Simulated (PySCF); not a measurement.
# Orbital picture of KSe

PBE0 at R = 2.935 Å; basis K pcseg-1, Se pcseg-1; no relativity; PySCF 2.14. State: ²Σ⁺ (doublet), unpaired electrons σ ↑, a second solution, started from another occupation. Only the outer orbitals are listed, counted within each symmetry.

```csv
spin,orbital,occ.,ε (eV),on K (%),main shells (%)
α,10σ,1,-39.03,100,100 K s
α,11σ,1,-21.68,99,99 K p
α,5π,1,-21.65,100,100 K p
α,5π,1,-21.65,100,100 K p
α,12σ,1,-15.56,2,98 Se s
α,13σ,1,-6.03,8,92 Se p
α,6π,1,-4.59,6,94 Se p
α,6π,1,-4.59,6,94 Se p
α,14σ,0,-1.50,98,"81 K s, 17 K p"
α,7π,0,0.54,99,"89 K p, 10 K d"
α,7π,0,0.54,99,"89 K p, 10 K d"
β,10σ,1,-38.99,100,100 K s
β,5π,1,-21.63,100,100 K p
β,5π,1,-21.63,100,100 K p
β,11σ,1,-21.59,99,99 K p
β,12σ,1,-14.42,2,98 Se s
β,6π,1,-4.24,6,94 Se p
β,6π,1,-4.24,6,94 Se p
β,13σ,0,-2.44,27,"72 Se p, 25 K s"
β,14σ,0,-1.23,86,"65 K s, 19 K p, 14 Se p"
β,7π,0,0.63,99,"89 K p, 10 K d"
```

Q: Which are the highest filled and the lowest empty level, where do they sit, and how wide is the gap?

A: Highest filled β 6π at -4.24 eV (in %: 94 Se p); lowest empty β 13σ at -2.44 eV (in %: 72 Se p, 25 K s); the gap at PBE0 is 1.80 eV.

| Property | Result |
| --- | --- |
| bond order (Mayer) | 0.65 |
| ⟨S²⟩ | 0.752 |
| charge on K (Mulliken, basis-dependent) | 0.65 |
| charge on K (Löwdin, basis-dependent) | 0.38 |
| dipole moment (positive dipole means K(−)Se(+)) | -10.37 D |

Spin–orbit coupling is left out.
